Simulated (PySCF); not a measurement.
MgF, SMILES [F][Mg+], charge +1. Geometry: r2SCAN-D4/def2-TZVPD. The spin state was assumed, not searched.

Computed equilibrium geometry at r2SCAN-D4/def2-TZVPD (PySCF confirms it by a frequency run) as a Z-matrix, and its point group:
point group C∞v.
```
Mg
F 1 1.7039
```
Charge +1, spin multiplicity 1.
